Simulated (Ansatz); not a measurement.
Species: sum formula AlO2H3 (charge 0, singlet). 
Geometry from a B3LYP-D3(BJ)/def2-TZVP (Ansatz, a quantum-chemistry and plane-wave program) optimisation:
SMILES: [OH][AlH][OH]
```xyz
6

O     -1.5121    -0.2452     0.0971
Al     0.0247     0.4563    -0.0076
O      1.3786    -0.5665    -0.0780
H     -1.6683    -1.1905     0.1195
H      0.1299     2.0173    -0.0351
H      2.2854    -0.2646    -0.1383
```
Charge 0, spin multiplicity 1.

Atomisation energy built up term by term with Ansatz (kcal/mol; UHF references for open shells; valence terms freeze the core; atomic spin-orbit terms are left out). CBS(X,Y): correlation extrapolated as X^-3; Hartree-Fock from the larger set (for Q and 5 zeta extrapolated as (X+1)exp(-9√X)).

```
term                                            basis  kcal/mol
-----------------------  ----------------------------  --------
Hartree-Fock             CBS(cc-pV(Q+d)Z,cc-pV(5+d)Z)    366.13
CCSD correlation         CBS(cc-pV(Q+d)Z,cc-pV(5+d)Z)    145.83
(T)                      CBS(cc-pV(Q+d)Z,cc-pV(5+d)Z)      8.96
core correlation                            cc-pwCVTZ      0.15
scalar relativity (X2C)    cc-pVTZ-DK against cc-pVTZ     -1.10
sum: De                                                   520.0
```

(T) makes 1.7 % of the CCSD(T) atomisation energy; under 5 % is typical of single-reference molecules.
